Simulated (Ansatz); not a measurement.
H8OSSi3 (`O[SiH]([SiH3])[SiH2]S`), relaxed with RKS PBE0-D4/def2-TZVP in Ansatz from a PBE-D4/def2-SVP geometry. The force threshold is 0.005 eV/Å; the program also tests the step.

Charge 0, multiplicity 1.

Start:

```xyz
13

O     0.767    1.473   -0.988
Si    0.714    0.057   -0.066
Si    0.829   -1.799   -1.499
Si   -1.311    0.283    1.125
S    -1.369    2.452    1.473
H     0.245    2.182   -0.550
H     1.831   -0.019    0.956
H     0.814   -3.053   -0.663
H     2.090   -1.781   -2.321
H    -0.361   -1.817   -2.421
H    -1.462   -0.486    2.412
H    -2.522    0.051    0.264
H    -0.267    2.456    2.278
```

Problem. By how much does the energy fall, and how many steps does the optimiser take? (Best estimate.)

Solution. The calculation gave: 0.07 eV, in 13 steps.

Problem. Which bonds change most? (Best estimate.)

Solution. Ansatz gave: Si4–S5 from 2.198 to 2.160 Å; O1–Si2 from 1.691 to 1.656 Å; O1–H6 from 0.984 to 0.963 Å; S5–H13 from 1.365 to 1.344 Å.

Problem. Give the relaxed structure. (Estimate.)

Solution. Computed: 
```xyz
13

O     0.796    1.454   -1.051
Si    0.698    0.099   -0.104
Si    0.809   -1.793   -1.472
Si   -1.300    0.295    1.109
S    -1.435    2.395    1.600
H     0.370    2.234   -0.679
H     1.806    0.053    0.900
H     0.733   -3.000   -0.602
H     2.079   -1.838   -2.244
H    -0.339   -1.814   -2.417
H    -1.384   -0.552    2.329
H    -2.507    0.064    0.273
H    -0.324    2.405    2.357
```
